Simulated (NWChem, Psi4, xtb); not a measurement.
**How methods differ on SiN2H5OF (SMILES N[Si](N)(O)F)**

SiN2H5OF has 10 atoms, charge 0, and is taken as a singlet. SMILES: `N[Si](N)(O)F`. The shape is that of a PBE0-D4/def2-TZVP optimisation. This is one conformer, not always the lowest.

Quantity: the HOMO–LUMO gap, in eV. The values are calculated.

| level | kind | program | value (eV) | CPU time |
| --- | --- | --- | --- | --- |
| GFN2-xTB | semi-empirical | xtb | 8.08 | under 2 s |
| GFN0-xTB | semi-empirical | xtb | 6.67 | under 2 s |
| GFN1-xTB | semi-empirical | xtb | 7.52 | under 2 s |
| HF/def2-SVP | Hartree–Fock | NWChem | 15.85 | 29 s |
| B3LYP-D3(BJ)/def2-SVP (density fitting) | global hybrid | Psi4 | 8.13 | 11 s |
| PBE0/def2-SVP | global hybrid | NWChem | 8.85 | 40 s |
| CAM-B3LYP/def2-SVP (density fitting) | range-separated hybrid | Psi4 | 11.12 | 6.9 s |

The values span 6.67 to 15.85 eV. Orbital gaps aren't excitation energies. CPU times are rough (shared hosts, several kinds of processor): they show what a rung costs within a factor of a few.
